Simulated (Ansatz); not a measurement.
The same path of C2H11NSi2 (16 atoms, charge 0, multiplicity 1) was run twice with different band settings. The coordinate that changes most is the dihedral C3–Si4–Si5–H16.

All numbers below come from Ansatz, RKS PBE0-D4/def2-SVP.

Relaxed end points:

```xyz
16
Properties=species:S:1:pos:R:3
C 0.491 1.759 -0.703
N 1.497 1.087 0.075
C 1.473 -0.358 0.016
Si 0.018 -1.290 0.861
Si -2.102 -0.916 -0.079
H 0.604 2.848 -0.602
H 0.619 1.517 -1.772
H -0.562 1.509 -0.440
H 1.488 1.410 1.038
H 2.395 -0.756 0.475
H 1.518 -0.675 -1.041
H 0.301 -2.762 0.795
H -0.029 -0.900 2.310
H -2.007 -0.891 -1.574
H -2.668 0.394 0.374
H -3.061 -1.998 0.310
```

```xyz
16
Properties=species:S:1:pos:R:3
C 0.207 1.947 -0.054
N 1.287 1.214 0.550
C 1.511 -0.114 0.025
Si 0.212 -1.482 0.399
Si -1.912 -1.146 -0.546
H 0.130 2.946 0.402
H 0.409 2.095 -1.128
H -0.796 1.470 0.022
H 1.192 1.193 1.561
H 2.474 -0.499 0.405
H 1.638 -0.051 -1.071
H 0.741 -2.789 -0.112
H 0.054 -1.605 1.887
H -2.688 -2.426 -0.606
H -1.776 -0.617 -1.941
H -2.705 -0.158 0.252
```

Common settings: movable images 7; climbing image yes; spring 5.0 eV/Å²; start path IDPP; force threshold 0.05 eV/Å; end points relaxed.

| run | optimiser | iteration limit | largest step |
| --- | --- | --- | --- |
| 1 | quadratic models (default) | 55 | default |
| 2 | lbfgs | 60 | 0.02 Å |

(1) What does each run give, and how far can it be trusted?

Answers

(1) Run 1: converged after 14 iterations, highest image 0.048 eV above the first end. A vibrational analysis at the climbing image gives one clearly imaginary mode, 93i cm⁻¹: a first-order saddle point.
Run 2: converged after 47 iterations, highest image 0.081 eV above the first end. The order of the stationary point at the top wasn't checked.
